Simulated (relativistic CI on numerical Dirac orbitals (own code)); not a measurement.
Sensitivity of the levels of I XVIII to α and to the nuclear radius

Calculated at this level of theory: Dirac-Coulomb-Breit CI, orbitals from a KLI potential per configuration, derivatives by finite differences, unscaled Slater integrals, QED left out (own radial code, finite nucleus).

Configuration list (outside the closed core [Ar] 3d10): 4s²4p⁶, 4s²4p⁵4d, 4s4p⁶4d, 4s²4p⁵4f, 4s4p⁶4f, 4p⁶4d², 4p⁵4d³, 4p⁵4d²4f. Double excitations out of closed p, d and f shells are left out; levels of such configurations are missing from the list, as are those of other unlisted configurations, and high levels can miss mixing partners.

With x = (α/α₀)² − 1 an excitation energy changes as ω = ω₀ + qx; K = 2q/ω₀ is the relative enhancement. Terms are leading LS components, so labels can repeat. The field-shift factor is F = δν/δ⟨r²⟩ for the transition from the lowest level.

Lowest level 4s²4p⁶ ¹S0.

```
        Level  ω₀ (cm⁻¹)  q (cm⁻¹)       K  F (GHz/fm²)
4s²4p⁵4d ³P°0     612507      9229  0.0301         2.03
4s²4p⁵4d ³P°1     624579     15550  0.0498            2
4s²4p⁵4d ³F°3     645536     12870  0.0399         1.78
4s²4p⁵4d ³P°2     647281     22250  0.0688         1.99
4s²4p⁵4d ³F°4     650299     30070  0.0925         1.97
4s²4p⁵4d ¹D°2     664021     27230   0.082         1.98
4s²4p⁵4d ³D°3     690217     29400  0.0852         2.38
4s²4p⁵4d ³D°1     726685     66010   0.182        0.712
4s²4p⁵4d ³F°2     751475    125900   0.335        -1.93
4s²4p⁵4d ³D°2     777716    144400   0.371        -1.43
4s²4p⁵4d ¹F°3     786707    147500   0.375        -1.67
4s²4p⁵4d ¹P°1     909065     88580   0.195        0.369
  4s4p⁶4d ³D1    1193200    147800   0.248         -148
  4s4p⁶4d ³D2    1201423    155700   0.259         -149
  4s4p⁶4d ³D3    1216812    173000   0.284         -151
  4s4p⁶4d ¹D2    1283368    175200   0.273         -163
 4s²4p⁵4f ³G5    1438244     26440  0.0368         6.21
 4s²4p⁵4f ³G4    1446291     26060   0.036         6.13
 4s²4p⁵4f ³D1    1447082     37370  0.0517        -9.67
 4s²4p⁵4f ³D2    1453799     37880  0.0521        -7.39
 4s²4p⁵4f ³F3    1460799     28980  0.0397         4.45
 4s²4p⁵4f ³D3    1462352     35540  0.0486        -1.75
 4s²4p⁵4f ³F4    1470291     26990  0.0367         6.27
```

At this charge energies of transitions that change n are usually good to better than 1 %, and those within a shell (Δn = 0) to a few per cent.
